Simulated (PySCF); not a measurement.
Towards the basis-set limit for TlBr

State: ¹Σ⁺, singlet, closed shell. De refers to Tl + Br. RHF-based CCSD(T) in PySCF 2.14 with Tl cc-pwCVDZ-PP with ECP60, Br aug-cc-pVDZ-PP with ECP10 and Tl cc-pwCVTZ-PP with ECP60, Br aug-cc-pVTZ-PP with ECP10 (frozen core orbitals: 13; scalar-relativistic core potentials). Correlation energies are extrapolated as n⁻³ (n = 2, 3), Hartree–Fock as (n+1)·exp(−9√n). CV is the change on freezing 8 orbitals instead, in Tl cc-pwCVTZ-PP with ECP60, Br cc-pwCVTZ-PP with ECP10.

```json
{"Level": "CCSD(T)/DZ", "Re (Å)": "2.6933", "ωe (cm⁻¹)": "179.3", "ωexe (cm⁻¹)": "0.363", "αe (cm⁻¹)": "0.000124", "De (eV)": "3.818"}
{"Level": "CCSD(T)/TZ", "Re (Å)": "2.6544", "ωe (cm⁻¹)": "188.0", "ωexe (cm⁻¹)": "0.397", "αe (cm⁻¹)": "0.000127", "De (eV)": "3.936"}
{"Level": "HF/CBS", "Re (Å)": "2.6831", "ωe (cm⁻¹)": "179.2", "ωexe (cm⁻¹)": "0.402", "αe (cm⁻¹)": "0.000132", "De (eV)": "2.894"}
{"Level": "MP2/CBS", "Re (Å)": "2.6288", "ωe (cm⁻¹)": "194.1", "ωexe (cm⁻¹)": "0.406", "αe (cm⁻¹)": "0.000127", "De (eV)": "4.181"}
{"Level": "CCSD/CBS", "Re (Å)": "2.6455", "ωe (cm⁻¹)": "190.0", "ωexe (cm⁻¹)": "0.410", "αe (cm⁻¹)": "0.000129", "De (eV)": "3.857"}
{"Level": "CCSD(T)/CBS", "Re (Å)": "2.6442", "ωe (cm⁻¹)": "190.8", "ωexe (cm⁻¹)": "0.406", "αe (cm⁻¹)": "0.000127", "De (eV)": "4.001"}
{"Level": "CCSD(T)/CBS+CV", "Re (Å)": "2.6375", "ωe (cm⁻¹)": "191.6", "ωexe (cm⁻¹)": "0.409", "αe (cm⁻¹)": "0.000128", "De (eV)": "4.030"}
```

Q: How much is left between CCSD(T)/TZ and the basis-set limit, and how much do the triples give at the limit?

A: CCSD(T)/CBS less CCSD(T)/TZ: -10.2 mÅ in Re, +2.8 cm⁻¹ in ωe and +0.065 eV in De. CCSD(T)/CBS less CCSD/CBS: -1.3 mÅ in Re, +0.8 cm⁻¹ in ωe and +0.144 eV in De.

Q: What do the later terms add?

A: CV: -6.7 mÅ in Re, +0.8 cm⁻¹ in ωe and +0.029 eV in De, each against the row above.

Measured (Huber and Herzberg, Constants of Diatomic Molecules (1979)): Re = 2.618191 Å, ωe = 192.1 cm⁻¹, ωexe = 0.39 cm⁻¹. The last row is off by 19.4 mÅ and -0.5 cm⁻¹.

The T1 diagnostic is 0.015. The open-shell atoms are computed with UHF. Spin–orbit coupling, excitations beyond (T) and corrections to the Born–Oppenheimer picture are left out, and spin–orbit coupling matters for open p, d or f shells this heavy.

The whole job (state search and all basis sets along the bond) took about 39 min on 4 threads of Arm Neoverse V1 (shared host), peak memory 8.6 GiB.
